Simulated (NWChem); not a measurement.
System: SnH4; SMILES [SnH4]

Here is an NWChem input.

```
start job
memory heap 200 mb stack 900 mb global 1100 mb
geometry units angstroms noautosym nocenter noautoz
  Sn    -0.000003    -0.000031     0.000014
  H      1.110741    -0.000005     1.302225
  H      0.803831    -0.472118    -1.435429
  H     -0.646087     1.572423    -0.198790
  H     -1.268377    -1.100296     0.331973
end
basis spherical
  * library def2-svp
end
ecp
  Sn library def2-ecp
end
dft
  xc xcamb88 1.00 lyp 0.81 vwn_5 0.19 hfexch 1.00
  cam 0.33 cam_alpha 0.19 cam_beta 0.46
  iterations 150
end
tddft
  nroots 6
  notriplet
end
task tddft energy
```

NWChem printed, in part:

```
             Northwest Computational Chemistry Package (NWChem) 7.3.0
             --------------------------------------------------------

                             Geometry "geometry" -> ""
                             -------------------------

 Output coordinates in angstroms (scale by  1.889725989 to convert to a.u.)

  No.       Tag          Charge          X              Y              Z
 ---- ---------------- ---------- -------------- -------------- --------------
    1 Sn                  50.0000    -0.00000300    -0.00003100     0.00001400
    2 H                    1.0000     1.11074100    -0.00000500     1.30222500
    3 H                    1.0000     0.80383100    -0.47211800    -1.43542900
    4 H                    1.0000    -0.64608700     1.57242300    -0.19879000
    5 H                    1.0000    -1.26837700    -1.10029600     0.33197300

 Effective nuclear repulsion energy (a.u.)      62.9706407594

                                 NWChem DFT Module
                                 -----------------

 Summary of "ao basis" -> "ao basis" (spherical)
 ------------------------------------------------------------------------------
       Tag                 Description            Shells   Functions and Types
 ---------------- ------------------------------  ------  ---------------------
 Sn                         def2-svp                10       26   4s4p2d
 H                          def2-svp                 3        5   2s1p

            General Information
            -------------------
          SCF calculation type: DFT
          Wavefunction type:  closed shell.
          No. of atoms     :     5
          No. of electrons :    26
           Alpha electrons :    13
            Beta electrons :    13
          Charge           :     0
          Spin multiplicity:     1
          Use of symmetry is: off; symmetry adaption is: off
          Maximum number of iterations: 150
          AO basis - number of functions:    46
                     number of shells:    22
          Convergence on energy requested:  1.00D-06
          Convergence on density requested:  1.00D-05
          Convergence on gradient requested:  5.00D-04

              XC Information
              --------------
                     Hartree-Fock (Exact) Exchange  1.000
                   CAM-Becke88 Exchange Functional  1.000
                      VWN V Correlation Functional  0.190 local
              Lee-Yang-Parr Correlation Functional  0.810

           Range-Separation Parameters
           ---------------------------
           Alpha           :  0.19
           Beta            :  0.46
           Gamma           :  0.33
           Short-Range HF  :     F

             Grid Information
             ----------------
          Grid used for XC integration:  medium
          Radial quadrature: Mura-Knowles
          Angular quadrature: Lebedev.
          Tag              B.-S. Rad. Rad. Pts. Rad. Cut. Ang. Pts.
          ---              ---------- --------- --------- ---------
          Sn                  1.45      123           7.0       590
          H                   0.35       45           8.0       434
          Grid pruning is: on
          Number of quadrature shells:   303
          Spatial weights used:  Erf1

      Superposition of Atomic Density Guess
      -------------------------------------

 Sum of atomic energies:        -251.09285904

      Non-variational initial energy
      ------------------------------

 Total energy =    -215.396771
 1-e energy   =    -434.174907
 2-e energy   =     190.434908
 HOMO         =      -0.385099
 LUMO         =       0.092685

   convergence    iter        energy       DeltaE   RMS-Dens  Diis-err
 ---------------- ----- ----------------- --------- --------- ---------
 d= 0,ls=0.0,diis     1   -216.6227845151 -2.45D+02  8.73D-03  4.60D-02
 d= 0,ls=0.0,diis     2   -216.6338290898 -1.10D-02  1.42D-03  2.55D-03
 d= 0,ls=0.0,diis     3   -216.6341799387 -3.51D-04  5.23D-04  7.71D-04
 d= 0,ls=0.0,diis     4   -216.6342506755 -7.07D-05  6.94D-05  1.80D-06
 d= 0,ls=0.0,diis     5   -216.6342510565 -3.81D-07  1.15D-05  2.63D-08
 d= 0,ls=0.0,diis     6   -216.6342510651 -8.59D-09  1.53D-06  4.27D-10

[...]

                                NWChem TDDFT Module
                                -------------------

            General Information
            -------------------
           No. of orbitals :      92
            Alpha orbitals :      46
             Beta orbitals :      46
        Alpha frozen cores :       0
         Beta frozen cores :       0
     Alpha frozen virtuals :       0
      Beta frozen virtuals :       0
         Spin multiplicity :       1
    Number of AO functions :      46
        Use of symmetry is : off
      Symmetry adaption is : off
         Schwarz screening :  0.10D-07

              XC Information
              --------------
              Hartree-Fock (Exact) Exchange   1.00
            CAM-Becke88 Exchange Functional   1.00
               VWN V Correlation Functional   0.19 local
       Lee-Yang-Parr Correlation Functional   0.81
           Alpha           :  0.19
           Beta            :  0.46
           Gamma           :  0.33

             TDDFT Information
             -----------------
          Calculation type : TDDFT
         Wavefunction type : Restricted singlets
          No. of electrons :      26
           Alpha electrons :      13
            Beta electrons :      13
              No. of roots :       6
          Max subspacesize :    5200
            Max iterations :     100
               Target root :       1
           Target symmetry : none
      Symmetry restriction : off
                 Algorithm : Optimal
        Davidson threshold :  0.10D-03

    6 smallest eigenvalue differences (eV)
--------------------------------------------------------
  No. Spin  Occ  Vir  Irrep   E(Occ)    E(Vir)   E(Diff)
--------------------------------------------------------
    1    1   13   14 a        -0.384     0.072    12.412
    2    1   12   14 a        -0.384     0.072    12.412
    3    1   13   15 a        -0.384     0.072    12.412
    4    1   12   15 a        -0.384     0.072    12.412
    5    1   11   14 a        -0.384     0.072    12.412
    6    1   13   16 a        -0.384     0.072    12.412
--------------------------------------------------------

  Entering Davidson iterations
  Restricted singlet excited states

  Iter   NTrls   NConv    DeltaV     DeltaE      Time
  ----  ------  ------  ---------  ---------  ---------
    1      6       0     0.16E+00   0.10+100        2.7
    2     18       0     0.77E-01   0.29E-01        4.5
    3     30       0     0.44E-01   0.11E-01        4.9
    4     42       0     0.74E-01   0.92E-02        4.7
    5     54       1     0.32E-01   0.82E-02        5.0
    6     64       2     0.55E-02   0.41E-03        3.9
    7     72       3     0.86E-03   0.72E-05        3.4
    8     78       4     0.16E-03   0.16E-06        2.9
    9     82       5     0.14E-03   0.18E-07        2.8
   10     84       6     0.42E-04   0.72E-08        2.2
  ----  ------  ------  ---------  ---------  ---------
  Convergence criterion met

  Ground state a        -216.634251065114 a.u.

  ----------------------------------------------------------------------------
  Root   1 singlet a              0.320203093 a.u.                8.7132 eV
  ----------------------------------------------------------------------------
     Transition Moments    X -0.00001   Y -0.00000   Z -0.00002
     Dipole Oscillator Strength                    0.0000000002
     Electric Quadrupole                           0.0000000000
     Magnetic Dipole                               0.0000065140
     Total Oscillator Strength                     0.0000065141

     Occ.   11  a   ---  Virt.   14  a    0.07162 X
     Occ.   12  a   ---  Virt.   14  a   -0.70019 X
     Occ.   13  a   ---  Virt.   15  a    0.70350 X
  ----------------------------------------------------------------------------
  Root   2 singlet a              0.320208515 a.u.                8.7133 eV
  ----------------------------------------------------------------------------
     Transition Moments    X  0.00005   Y -0.00011   Z -0.00006
     Dipole Oscillator Strength                    0.0000000038
     Electric Quadrupole                           0.0000000000
     Magnetic Dipole                               0.0000065146
     Total Oscillator Strength                     0.0000065184

     Occ.   11  a   ---  Virt.   14  a    0.70146 X
     Occ.   12  a   ---  Virt.   14  a    0.07254 X
     Occ.   13  a   ---  Virt.   16  a   -0.70452 X
  ----------------------------------------------------------------------------
  Root   3 singlet a              0.320213043 a.u.                8.7134 eV
  ----------------------------------------------------------------------------
     Transition Moments    X -0.00005   Y  0.00004   Z -0.00009
     Dipole Oscillator Strength                    0.0000000026
     Electric Quadrupole                           0.0000000000
     Magnetic Dipole                               0.0000065149
     Total Oscillator Strength                     0.0000065175

     Occ.   11  a   ---  Virt.   15  a   -0.69938 X
     Occ.   11  a   ---  Virt.   16  a   -0.09009 X
     Occ.   12  a   ---  Virt.   15  a   -0.09076 X
     Occ.   12  a   ---  Virt.   16  a    0.69902 X
  ----------------------------------------------------------------------------
  Root   4 singlet a              0.329145731 a.u.                8.9565 eV
  ----------------------------------------------------------------------------
     Transition Moments    X -0.00009   Y  0.00010   Z  0.00010
     Dipole Oscillator Strength                    0.0000000058
     Electric Quadrupole                           0.0000016656
     Magnetic Dipole                               0.0000000000
     Total Oscillator Strength                     0.0000016714

[...]
```

Level: CAM-B3LYP/def2-SVP with def2 effective core potentials on Sn, full TDDFT. Geometry: optimised at PBE0/def2-SVP. def2 effective core potentials on Sn; no spin-orbit coupling.
